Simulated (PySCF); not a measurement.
## Dipole moment and polarisability of [(OH)3Si]2NH

Compound: [(OH)3Si]2NH.
Geometry (PBE0-D3(BJ)/def2-SVP, Å), atoms numbered from 1 in this order:
```
atom  x, y, z in Å
Si1    1.183    0.871    0.720
O2     0.793    2.239    1.558
O3     1.644    1.082   -0.841
O4     2.467    0.232    1.549
N5    -0.254   -0.099    0.733
Si6   -1.135   -0.814   -0.545
O7    -2.761   -0.699   -0.270
O8    -0.610   -0.017   -1.914
O9    -0.883   -2.417   -0.847
H10    1.548    2.693    1.943
H11    0.932    0.887   -1.475
H12    3.016   -0.369    1.037
H13   -0.665   -0.223    1.655
H14   -3.083    0.161    0.016
H15   -0.658   -0.547   -2.716
H16   -1.569   -3.015   -0.538
```

Level: wB97X-D/def2-SVPD (PySCF), static field, nuclei fixed, core orbitals frozen in the response. The polarisability tensor in these axes (au):

```
x   77.79  5.55  3.44
y    5.55 73.17  4.43
z    3.44  4.43 72.20
```

Give the principal values, the mean and the anisotropy Δα = √{½[(α1 − α2)² + (α2 − α3)² + (α1 − α3)²]}.

Principal values 67.97, 71.23 and 83.95 au; mean 74.39 au = 11.02 Å³ = 12.26 × 10⁻⁴⁰ C²·m²/J; Δα = 14.62 au (20 % of the mean).

What is the dipole moment, and where does it point?

(-1.67, -1.39, -0.19) D, 2.18 D in size, pointing from the negative to the positive side. Measured along this direction, the outermost atoms are H10 at the negative end and H16 at the positive end.

Find the Langevin capture rate constant for H3O+ (19.018 u) meeting this molecule (172.981 u), k = 2.342 × 10⁻⁹ cm³/s × √(α in Å³ / reduced mass in u).

The reduced mass is 17.13 u, so k = 1.88 × 10⁻⁹ cm³/s. The formula leaves out the permanent dipole, which adds to the capture rate.

Give the eigenvalues of the traceless quadrupole moment Θ = ½Σq(3rr − r²1), origin at the centre of nuclear charge.

-3.29, 0.49, 2.79 D·Å. The values depend on the origin, since the dipole doesn't vanish. The electronic extent ⟨r²⟩ about the same centre is 1780 bohr², a root-mean-square distance of 2.35 Å for the 90 electrons.

What depolarisation ratio follows for Rayleigh scattering of linearly polarised light, taking the static tensor?

ρ = 3Δα²/(45ᾱ² + 4Δα²) = 641.1/(248994 + 854.8) = 0.00257.

Along which axes do the principal values lie, and how far do the nuclei extend along each?

Largest value along (0.73, 0.55, 0.42), where the nuclei span 6.42 Å; middle along (-0.66, 0.37, 0.66), 3.65 Å; least along (-0.21, 0.75, -0.62), 3.03 Å. The response follows the extents in order.

Geometry: PBE0-D3(BJ)/def2-SVP, one conformer, isolated molecule.
